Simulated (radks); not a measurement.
Values are calculated unless marked as measured or tabulated.
Problem. Ionisation of neutral thallium, [Hg] 6p1, to Tl+, [Hg], under several functionals. Dirac Kohn-Sham, spin-unpolarised, spherical densities, finite nucleus; open shells fill j = l - 1/2 first; a radial shooting solver on a logarithmic mesh with Libxc functionals. The NIST Atomic Spectra Database gives 6.108 eV (measured). Rank these functionals by the error of their Delta-SCF ionisation energy: exchange-only LDA; LDA (Slater exchange, VWN5 correlation); HCTH/407; Wu-Cohen GGA; XLYP; LDA (Slater exchange, Perdew-Wang correlation); BLYP.

Solution. From best to worst: HCTH/407 6.043 eV (-0.065); XLYP 6.005 eV (-0.104); LDA (Slater exchange, VWN5 correlation) 6.221 eV (+0.113); LDA (Slater exchange, Perdew-Wang correlation) 6.221 eV (+0.113); BLYP 5.963 eV (-0.146); Wu-Cohen GGA 5.947 eV (-0.161); exchange-only LDA 5.227 eV (-0.881). Spin polarisation and multiplet splitting are left out, so open shells lie too high by an amount that depends on their filling.

Beside tabulated values, note that spin-unpolarised runs miss the spin-polarisation part of the exchange energy of open shells.
